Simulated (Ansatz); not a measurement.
Geometry optimisation, RKS PBE/def2-SVP (Ansatz 0.2.0).

The input (input.yaml):

```yaml
crystal:
  periodic: [false, false, false]
  atoms:
    - { symbol: C, position_ang: [-0.0482, -1.9473, 0.266] }
    - { symbol: Si, position_ang: [0.4304, -0.1561, 0.4923] }
    - { symbol: Si, position_ang: [1.2741, 0.6911, -1.4647] }
    - { symbol: Si, position_ang: [-1.299, 1.2118, 0.8504] }
    - { symbol: F, position_ang: [-2.4192, 1.0597, -0.3695] }
    - { symbol: Cl, position_ang: [-2.3148, 0.6934, 2.5965] }
    - { symbol: H, position_ang: [0.7826, -2.5441, 0.0186] }
    - { symbol: H, position_ang: [-0.7845, -1.9848, -0.5655] }
    - { symbol: H, position_ang: [-0.5573, -2.2856, 1.2033] }
    - { symbol: H, position_ang: [1.4341, -0.0652, 1.6255] }
    - { symbol: H, position_ang: [2.48069, -0.10063, -1.85396] }
    - { symbol: H, position_ang: [0.2456, 0.49448, -2.56536] }
    - { symbol: H, position_ang: [1.64302, 2.13239, -1.31862] }
    - { symbol: H, position_ang: [-0.9914, 2.6354, 1.007] }
basis:
  gaussian: { orbitals: def2-SVP }
hamiltonian:
  xc: pbe
relax:
  f_tol: 0.015
  max_steps: 40
output:
  orbitals: {}
```

Launched with:

```bash
$ ansatz run input.yaml --threads 2 --pin off --max-ram 3072MiB --backend cpu --events-out ev --progress --plain --runs-dir out
```

Question: Where does it end, and by what steps?

Answer: It converged. The force dipped under the threshold on the way, but the program's further checks kept it going. After 23 steps the energy has fallen by 0.284 eV; Cl6 moved furthest, 0.62 Å.

```
step  energy less start (eV)  largest force component (eV/Å)  accepted
   0                  0.0000                           2.287       yes
   1                 -0.1900                           0.753       yes
   2                 -0.2508                           0.634       yes
   3                 -0.2664                           0.249       yes
   4                 -0.2721                           0.092       yes
   5                 -0.2748                           0.071       yes
   6                 -0.2784                           0.024       yes
   7                 -0.2803                           0.050       yes
   8                 -0.2810                           0.041       yes
   9                 -0.2820                           0.010       yes
  10                 -0.2825                           0.062       yes
  11                 -0.2827                           0.059       yes
  12                 -0.2830                           0.033       yes
  13                 -0.2832                           0.009       yes
  14                 -0.2835                           0.023       yes
  15                 -0.2836                           0.026       yes
  16                 -0.2837                           0.028       yes
  17                 -0.2838                           0.040       yes
  18                 -0.2839                           0.049       yes
  19                 -0.2839                           0.042       yes
  20                 -0.2840                           0.033       yes
  21                 -0.2840                           0.022       yes
  22                 -0.2840                           0.014       yes
  23                 -0.2840                           0.008       yes
```

```xyz
14
Properties=species:S:1:pos:R:3
C -0.089 -1.923 0.377
Si 0.471 -0.109 0.424
Si 1.334 0.634 -1.640
Si -1.369 1.252 0.967
F -2.241 1.529 -0.399
Cl -2.600 0.226 2.304
H 0.778 -2.599 0.233
H -0.804 -2.088 -0.454
H -0.594 -2.188 1.327
H 1.499 0.111 1.508
H 2.613 -0.087 -1.979
H 0.330 0.371 -2.730
H 1.616 2.112 -1.587
H -1.068 2.594 1.570
```

The run took 76 s on 2 threads of Arm Neoverse V2, on a shared host, peak memory 0.2 GiB.
